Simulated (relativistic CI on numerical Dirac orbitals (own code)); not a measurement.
## Level scheme of Ga VII

Computed by Dirac-Coulomb-Breit CI, orbitals from a KLI potential per configuration, model QED (radiative potential, 1s self-energy scaled to tabulated hydrogen-like ionisation energies), unscaled Slater integrals (own radial code, finite nucleus).

CI space (outside the closed core [Ne]): 3s²3p⁶3d⁷, 3s²3p⁶3d⁶4s, 3s²3p⁵3d⁸, 3s²3p⁶3d⁶4p, 3s²3p⁴3d⁹, 3s²3p⁶3d⁶4d, 3s3p⁶3d⁸, 3s²3p⁶3d⁶5s, 3s²3p⁶3d⁶5p, 3s²3p⁶3d⁶4f, 3s²3p⁶3d⁶5d, 3s²3p⁶3d⁵4s², 3s²3p⁶3d⁶6s, 3s²3p⁶3d⁶5f, 3s²3p⁶3d⁶6p, 3s²3p⁶3d⁶5g, 3s²3p⁶3d⁶6d, 3s²3p⁶3d⁵4s4p, 3p⁶3d⁹, 3s²3p⁶3d⁵4p², 3s²3p⁵3d⁷4s, 3s²3p⁶3d⁵4s4d, 3s²3p⁵3d⁷4p, 3s²3p⁶3d⁵4p4d. Levels of other configurations are missing.

The lowest level is 3s²3p⁶3d⁷ ⁴F9/2, with 99 % of that term; Hund's rules for 3s²3p⁶3d⁷ give ⁴F with J = 9/2, in agreement.

```tsv
No.	Configuration	Term	J	E (cm⁻¹)	%	Landé g	jj configuration (%)
1	3s²3p⁶3d⁷	⁴F	9/2	0	99	1.332	3d5/2^3 (56)
2	3s²3p⁶3d⁷	⁴F	7/2	2702	100	1.237	3d3/2^3 3d5/2^4 (83)
3	3s²3p⁶3d⁷	⁴F	5/2	4564	99	1.029	3d3/2^2 3d5/2^5 (68)
4	3s²3p⁶3d⁷	⁴F	3/2	5796	99	0.402	3d3/2^2 3d5/2^5 (35)
5	3s²3p⁶3d⁷	⁴P	3/2	27489	79	1.648	3d5/2^3 (51)
6	3s²3p⁶3d⁷	⁴P	5/2	27541	98	1.595	3d3/2^3 3d5/2^4 (58)
7	3s²3p⁶3d⁷	⁴P	1/2	29250	92	2.507	3d3/2^3 3d5/2^4 (74)
8	3s²3p⁶3d⁷	²G	9/2	30116	96	1.105	3d5/2^3 (41)
9	3s²3p⁶3d⁷	²G	7/2	32623	99	0.889	3d3/2^3 3d5/2^4 (51)
10	3s²3p⁶3d⁷	²P	3/2	34548	64	1.320	3d3/2^2 3d5/2^5 (50)
11	3s²3p⁶3d⁷	²P	1/2	36738	91	0.827	3d3/2^2 3d5/2^5 (74)
12	3s²3p⁶3d⁷	²D	5/2	38946	98	1.204	3d3/2^3 3d5/2^4 (46)
13	3s²3p⁶3d⁷	²H	11/2	42068	100	1.090	3d3/2^3 3d5/2^4 (100)
14	3s²3p⁶3d⁷	²D	3/2	43217	82	0.894	3d3/2 3d5/2^6 (65)
15	3s²3p⁶3d⁷	²H	9/2	44449	97	0.915	3d3/2^2 3d5/2^5 (69)
16	3s²3p⁶3d⁷	²F	5/2	66029	99	0.858	3d3/2^3 3d5/2^4 (60)
17	3s²3p⁶3d⁷	²F	7/2	67042	99	1.142	3d3/2^3 3d5/2^4 (65)
18	3s²3p⁶3d⁷	²D	3/2	99110	99	0.799	3d3/2^3 3d5/2^4 (87)
19	3s²3p⁶3d⁷	²D	5/2	100678	99	1.198	3d3/2^2 3d5/2^5 (65)
20	3d⁶(5D)4s	⁶D	9/2	371271	99	1.555	3d3/2^3 3d5/2^3 4s (47)
21	3d⁶(5D)4s	⁶D	7/2	373000	99	1.587	3d3/2^3 3d5/2^3 4s (52)
22	3d⁶(5D)4s	⁶D	5/2	374226	99	1.657	3d3/2^2 3d5/2^4 4s (58)
23	3d⁶(5D)4s	⁶D	3/2	375060	99	1.866	3d3/2^3 3d5/2^3 4s (34)
24	3d⁶(5D)4s	⁶D	1/2	375547	99	3.332	3d3/2^2 3d5/2^4 4s (47)
25	3d⁶(5D)4s	⁴D	7/2	386748	99	1.427	3d3/2^3 3d5/2^3 4s (48)
26	3d⁶(5D)4s	⁴D	5/2	388740	99	1.371	3d3/2^2 3d5/2^4 4s (45)
27	3d⁶(5D)4s	⁴D	3/2	389985	99	1.200	3d3/2^2 3d5/2^4 4s (48)
28	3d⁶(5D)4s	⁴D	1/2	390697	99	0.004	3d3/2^2 3d5/2^4 4s (37)
29	3d⁶(3H)4s	⁴H	13/2	413092	99	1.229	3d3/2^3 3d5/2^3 4s (68)
30	3d⁶(3H)4s	⁴H	11/2	413753	96	1.136	3d3/2^3 3d5/2^3 4s (61)
31	3d⁶(3H)4s	⁴H	9/2	414280	92	0.985	3d3/2^3 3d5/2^3 4s (47)
32	3d⁶(3H)4s	⁴H	7/2	414767	93	0.686	3d3/2^3 3d5/2^3 4s (36)
33	3d⁶(3P)4s	⁴P	5/2	416357	98	1.597	3d5/2^2 4s (37)
34	3d⁶(3F)4s	⁴F	9/2	418411	83	1.295	3d5/2^2 4s (47)
35	3d⁶(3F)4s	⁴F	7/2	419302	86	1.197	3d3/2^2 3d5/2^4 4s (45)
36	3d⁶(3F)4s	⁴F	5/2	419945	91	0.995	3d3/2^3 3d5/2^3 4s (53)
37	3d⁶(3P)4s	⁴P	3/2	420207	86	1.659	3d3/2 3d5/2^5 4s (30)
38	3d⁶(3F)4s	⁴F	3/2	420498	97	0.429	3d3/2^2 3d5/2^4 4s (44)
39	3d⁶(3H)4s	²H	11/2	421586	64	1.151	3d3/2^3 3d5/2^3 4s (85)
40	3d⁶(3P)4s	⁴P	1/2	422968	96	2.630	3d3/2^3 3d5/2^3 4s (34)
41	3d⁶(3H)4s	²H	9/2	423477	88	0.944	3d3/2^2 3d5/2^4 4s (55)
42	3d⁶(3G)4s	⁴G	11/2	424107	62	1.204	3d3/2^2 3d5/2^4 4s (74)
43	3d⁶(3G)4s	⁴G	9/2	424828	83	1.164	3d3/2^3 3d5/2^3 4s (40)
44	3d⁶(3G)4s	⁴G	7/2	425315	77	1.015	3d3/2^2 3d5/2^4 4s (54)
45	3d⁶(3G)4s	⁴G	5/2	425381	84	0.628	3d3/2^2 3d5/2^4 4s (51)
```

Energies count from the lowest computed level. Percentages are summed over parent terms; the parents shown are those of the largest component, closed shells are left out there. Filled j subshells are mostly left out of the jj labels.

The mean weight of the leading LS term, summed over parents, in these 45 levels is 92 %, and that of the leading jj configuration (from the same eigenvectors) 55 %, so LS coupling describes them better.

At this charge configurations can still be misplaced by up to about 7 % of their energy. Terms inside the open d or f shell come out 10 to 20 % too wide with unscaled integrals. 3 of the 3 excited levels that our extract of the measured tables holds in this range could be paired (the sources list more); they are missed by 121 cm⁻¹ on average and 146 at most, and levels without a partner can miss by more. Some levels of the ground configuration have no partner and can miss by 10 % or more.

Landé's interval rule says that E(J) − E(J−1) = AJ with one A. For the ground term the intervals give A = -493.1, -531.8, -600.6 cm⁻¹ for J = 5/2, 7/2, 9/2; the multiplet is inverted.
